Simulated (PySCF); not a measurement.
**EPR parameters of C4H4FO2**

Compound: C₄H₄FO₂ (doublet state).
Geometry (GFN2-xTB, Å), atoms numbered from 1 in this order:
```
atom  x, y, z in Å
C1    -1.7240    0.4118   -0.3948
C2    -0.4452    0.4982    0.3308
O3    -0.1679   -0.0256    1.5641
C4     0.6638   -0.4368    0.5063
F5     0.4668   -1.7423    0.1521
C6     2.1005   -0.0439    0.4753
O7     2.5163    1.0249    0.8116
H8    -2.4780    0.9907    0.1344
H9    -1.6040    0.8056   -1.4011
H10   -2.0652   -0.6282   -0.4598
H11    2.7423   -0.8517    0.0793
```

The hyperfine couplings belong to this conformer and change with its torsions.

The species is `C[C]1O[C@]1(F)C=O` [radical].

Theory: UKS B3LYP, pcH-1 on C F H O, non-relativistic, mean-field spin-orbit, GIAO in PySCF 2.14.0. Isolated species at its GFN2-xTB geometry (one conformer only). A GFN2-xTB geometry isn't a minimum of the functional, and hyperfine couplings can be far from their values at a DFT geometry. Stability of the SCF solution: not tested.

| Property | Result |
| --- | --- |
| g1, g2, g3 | 2.00216, 2.00238, 2.00471 |
| g_iso | 2.00308 |
| Form of g | close to axial: the two nearest values differ by 9 % of g3 − g1 |
| ⟨S²⟩ | 0.7533 (exact 0.7500) |
| HOMO–LUMO gap, α and β orbitals | 4.16, 5.69 eV |

Hyperfine couplings atom by atom, in MHz; T1 to T3 are the principal values of the dipolar part; ρ(0) is the spin density at the nucleus:

```json
{"atom": "C1", "isotope": "13C", "a_iso": "35.1", "T1": "-5.7", "T2": "-5.2", "T3": "10.9", "Mulliken spin population": "-0.02", "ρ(0) (bohr⁻³)": "0.0313"}
{"atom": "C2", "isotope": "13C", "a_iso": "358.7", "T1": "-71.2", "T2": "-66.6", "T3": "137.8", "Mulliken spin population": "0.82", "ρ(0) (bohr⁻³)": "0.3191"}
{"atom": "O3", "isotope": "17O", "a_iso": "-31.6", "T1": "-69.8", "T2": "32.3", "T3": "37.6", "Mulliken spin population": "0.15", "ρ(0) (bohr⁻³)": "0.0522"}
{"atom": "C4", "isotope": "13C", "a_iso": "-1.9", "T1": "-3.6", "T2": "-0.3", "T3": "3.9", "Mulliken spin population": "-0.02", "ρ(0) (bohr⁻³)": "-0.0017"}
{"atom": "F5", "isotope": "19F", "a_iso": "-23.9", "T1": "-35.2", "T2": "-18.2", "T3": "53.4", "Mulliken spin population": "0.01", "ρ(0) (bohr⁻³)": "-0.0057"}
{"atom": "C6", "isotope": "13C", "a_iso": "-0.4", "T1": "-1.7", "T2": "-0.7", "T3": "2.4", "Mulliken spin population": "0.01", "ρ(0) (bohr⁻³)": "-0.0003"}
{"atom": "O7", "isotope": "17O", "a_iso": "-0.4", "T1": "-1.8", "T2": "-0.5", "T3": "2.3", "Mulliken spin population": "-0.01", "ρ(0) (bohr⁻³)": "0.0006"}
{"atom": "H8", "isotope": "1H", "a_iso": "16.2", "T1": "-6.6", "T2": "-5.2", "T3": "11.8", "Mulliken spin population": "0.00", "ρ(0) (bohr⁻³)": "0.0036"}
{"atom": "H9", "isotope": "1H", "a_iso": "9.6", "T1": "-6.8", "T2": "-5.1", "T3": "12.0", "Mulliken spin population": "0.00", "ρ(0) (bohr⁻³)": "0.0022"}
{"atom": "H10", "isotope": "1H", "a_iso": "113.7", "T1": "-5.6", "T2": "-1.5", "T3": "7.1", "Mulliken spin population": "0.06", "ρ(0) (bohr⁻³)": "0.0254"}
{"atom": "H11", "isotope": "1H", "a_iso": "-1.2", "T1": "-1.7", "T2": "-1.5", "T3": "3.2", "Mulliken spin population": "0.00", "ρ(0) (bohr⁻³)": "-0.0003"}
```

Largest spin populations (Mulliken): C2 (+0.82), O3 (+0.15) and H10 (+0.06). The angles at C2 add up to 319.1°, so it is pyramidal.

Under fast tumbling the dipolar parts average out, and these isotropic splittings remain: 3 × 1H (H8/H9/H10, I = 1/2, 4 lines) with 1.66 mT, 1 × 19F (F5, I = 1/2, 2 lines) with 0.85 mT and 1 × 1H (H11, I = 1/2, 2 lines) with 0.04 mT.

Class means assume fast exchange of nuclei equivalent by connectivity; if that motion is slow, each nucleus keeps its own coupling. The three 1H nuclei of mean +46.5 MHz run from 9.6 to 113.7 MHz in the frozen geometry.

The 17O coupling of O3 (-31.6 MHz) shows only in satellite lines or after enrichment, since that isotope makes up about 0.038 % of natural oxygen.

The 13C coupling of C2 (358.7 MHz) shows only in satellite lines or after enrichment, since that isotope makes up about 1.07 % of natural carbon.

The spin density at the nucleus, in bohr⁻³, is negative for F5 (-0.0057) and C4 (-0.0017), for instance. A restricted open-shell determinant has no negative spin density anywhere; here it arises because α and β orbitals differ (spin polarisation).

The run took 32 s wall (grids of density and orbitals included) on Arm Neoverse V1, one thread, shared host with 64 logical CPUs at a one-minute load of 18, and the process peaked at 0.81 GiB of memory.
